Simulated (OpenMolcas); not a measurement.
# P+: Slater's ratio, the spin-orbit constant, thermal populations, worked from levels

```yaml
Program: OpenMolcas
Basis: ANO-R1 [4s3p1d]
Scalar_Hamiltonian: X2C, finite nucleus
Active_space: 4 electrons in 4 orbitals (3s 3p)
State_averaging: 2S+1 = 3 even, 3 roots; 2S+1 = 1 even, 6 roots; 2S+1 = 5 odd, 1 root; 2S+1 = 3 odd, 9 roots; 2S+1 = 1 odd, 8 roots
Spin-orbit_coupling: state interaction with AMFI integrals over the reference wave functions, term energies averaged over their components
```

Methods: CASSCF; SS-CASPT2, IPEA 0.25 Eh, imaginary shift 0.1 Eh (closed shells correlated: 2s 2p). Measured levels: NIST Handbook of Basic Atomic Spectroscopic Data.

**Slater's ratio.** With one set of orbitals, p2 has 1D - 3P = 6 F2 and 1S - 1D = 9 F2 (F2 = F²/25), a ratio of 3/2. Term energies are centres of gravity, weighted by 2J + 1.

```json
{"Source": "CASSCF", "1D - 3P": "11263", "1S - 3P": "20397", "F2 from the first": "1877", "Ratio": "0.811"}
{"Source": "SS-CASPT2", "1D - 3P": "9447", "1S - 3P": "20978", "F2 from the first": "1574", "Ratio": "1.221"}
{"Source": "measured", "1D - 3P": "8567", "1S - 3P": "21260", "F2 from the first": "1428", "Ratio": "1.482"}
```

Energies in cm-1. A ratio away from 3/2 shows effects beyond one configuration with one set of orbitals, and in heavier atoms second-order spin-orbit shifts. In CASSCF the valence s occupation is 1.89 in 1S against 1.97 in 1D: mixing out of s² acts most on 1S and pulls it down.

**The spin-orbit constant.** For the Hund term 3P of p2, E(J) = (A/2) J(J+1) + constant and ζ = 2S·A = 2A. From J = 0 to J = 2 the energy changes by 3 A.

```json
{"Source": "CASSCF", "E(2) - E(0)": "438.9", "A": "146.3", "ζ": "293"}
{"Source": "SS-CASPT2", "E(2) - E(0)": "438.0", "A": "146.0", "ζ": "292"}
{"Source": "measured", "E(2) - E(0)": "469.1", "A": "156.4", "ζ": "313"}
```

All in cm-1. SS-CASPT2 is off by -6.6 % and CASSCF by -6.4 %. Both methods take the spin-orbit matrix elements from the reference wave functions, so the second can move ζ only through the term energies and any multistate remixing. Second-order mixing with other terms is absorbed into this ζ.

**Thermal populations.** Z = Σ (2J + 1) exp(-E/kT) with k = 0.695035 cm-1/K, over the levels below. No other level of either list lies under 76700 cm-1, which is above 7 kT at each temperature.

| Level | 2J + 1 | SS-CASPT2 | measured |
| --- | --- | --- | --- |
| 3s2 3p2 3P0 | 1 | 0.0 | 0.0 |
| 3s2 3p2 3P1 | 3 | 153 | 165 |
| 3s2 3p2 3P2 | 5 | 438 | 469 |
| 3s2 3p2 1D2 | 5 | 9740 | 8882 |
| 3s2 3p2 1S0 | 1 | 21270 | 21576 |
| 3s 3p3 5S* 2 | 5 | 39920 | 45697 |
| 3s 3p3 3D* 2 | 5 | 64810 | 65272 |
| 3s 3p3 3D* 1 | 3 | 64810 | 65251 |
| 3s 3p3 3D* 3 | 7 | 64820 | 65307 |

```tsv
T (K)	Z, SS-CASPT2	Z, measured levels	Ground level (%), SS-CASPT2	Ground level (%), measured levels
5000	8.584	8.620	11.6	11.6
8000	9.433	9.542	10.6	10.5
12000	10.371	10.494	9.6	9.5
```

At 12000 K, kT = 8340 cm-1, and the computed levels give Z = 1.000 + 2.945 + 4.744 + 1.555 + 0.078 + 0.042 + 0.002 + 0.001 + 0.003 = 10.371.

Term energies are means over components that CASPT2 splits; among the terms shown or strongly mixed into the levels shown the widest spread is 330 cm-1 (3s 3p3 3D*, SS-CASPT2). Over all roots computed the reference weight is 0.88 to 0.99 in SS-CASPT2; the roots of lowest weight are the least certain, and an intruder state may touch them. Terms of s pⁿ other than that of highest spin mix with s² pⁿ⁻² d, which this space lacks; all of them can be thousands of cm-1 off, and some have no real level of that name. Without dynamic correlation excited terms often stand tens of per cent too high (terms of higher spin than the ground term too low), and those without a measured partner can miss by more than the paired ones (holds for CASSCF). Computed and measured levels are paired by configuration, term and J; levels that our copy of the source lacks, or whose pairing is in doubt (as where it misses far off the trend of its configuration), stay unpaired and out of the deviations. Only configurations of the active space appear.

* marks odd parity.
